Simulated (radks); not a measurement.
The numbers below are computed, except where a source is named.
Task: Radial electron density D(r) = 4 pi r^2 rho(r) of an atom or ion with 5 electrons. Level of theory: scalar-relativistic Kohn-Sham, HCTH/407, spin-polarised, spherical densities, point nucleus (a radial shooting solver on a logarithmic mesh with Libxc functionals).

| r (bohr) | D(r) (e/bohr) | spin D(r) |
|---|---|---|
| 0.01626 | 0.5560 | 0.000344 |
| 0.0179 | 0.6583 | 0.000410 |
| 0.01986 | 0.7884 | 0.000495 |
| 0.02204 | 0.9414 | 0.000597 |
| 0.02426 | 1.106 | 0.000708 |
| 0.02691 | 1.311 | 0.000853 |
| 0.02986 | 1.549 | 0.00103 |
| 0.03287 | 1.800 | 0.00122 |
| 0.03648 | 2.107 | 0.00147 |
| 0.04047 | 2.453 | 0.00177 |
| 0.04491 | 2.839 | 0.00214 |
| 0.04943 | 3.229 | 0.00256 |
| 0.05485 | 3.687 | 0.00312 |
| 0.06086 | 4.176 | 0.00382 |
| 0.067 | 4.647 | 0.00465 |
| 0.07434 | 5.168 | 0.00580 |
| 0.08249 | 5.684 | 0.00731 |
| 0.0908 | 6.141 | 0.00913 |
| 0.1007 | 6.592 | 0.0117 |
| 0.1118 | 6.973 | 0.0153 |
| 0.124 | 7.258 | 0.0200 |
| 0.1365 | 7.412 | 0.0258 |
| 0.1515 | 7.441 | 0.0343 |
| 0.1681 | 7.310 | 0.0455 |
| 0.1851 | 7.042 | 0.0592 |
| 0.2053 | 6.598 | 0.0785 |
| 0.2278 | 6.012 | 0.103 |
| 0.2508 | 5.377 | 0.133 |
| 0.2783 | 4.630 | 0.172 |
| 0.3088 | 3.879 | 0.220 |
| 0.3426 | 3.185 | 0.277 |
| 0.3771 | 2.643 | 0.339 |
| 0.4185 | 2.203 | 0.415 |
| 0.4643 | 1.939 | 0.500 |
| 0.5111 | 1.854 | 0.583 |
| 0.5672 | 1.913 | 0.672 |
| 0.6293 | 2.086 | 0.755 |
| 0.6927 | 2.297 | 0.817 |
| 0.7686 | 2.518 | 0.861 |
| 0.8529 | 2.671 | 0.875 |
| 0.9464 | 2.708 | 0.854 |
| 1.042 | 2.621 | 0.803 |
| 1.156 | 2.397 | 0.718 |
| 1.283 | 2.063 | 0.609 |
| 1.412 | 1.695 | 0.498 |
| 1.567 | 1.282 | 0.375 |
| 1.738 | 0.9027 | 0.263 |
| 1.913 | 0.6130 | 0.176 |
| 2.123 | 0.3751 | 0.105 |
| 2.356 | 0.2111 | 0.0582 |
| 2.614 | 0.1077 | 0.0302 |
| 2.877 | 0.05237 | 0.0157 |
| 3.193 | 0.02133 | 0.00715 |
| 3.543 | 0.007639 | 0.00292 |
| 3.9 | 0.002621 | 0.00113 |
| 4.327 | 0.0007148 | 0.000350 |

What is the nuclear charge?

Result: Z = 7. The innermost maximum, from 1s, lies near gamma/Z bohr with gamma = sqrt(1 - (Z/c)^2) = 0.999, here 0.143 bohr (found: 0.147), and its height grows with Z. The density is that of the nitrogen ion N2+ in [He] 2s2 2p1; the configuration itself is not fixed sharply by these data. D(r) has 2 maxima, at r = 0.147, 0.924 bohr, and minima at 0.515 bohr, inside which lie 2.12 electrons.
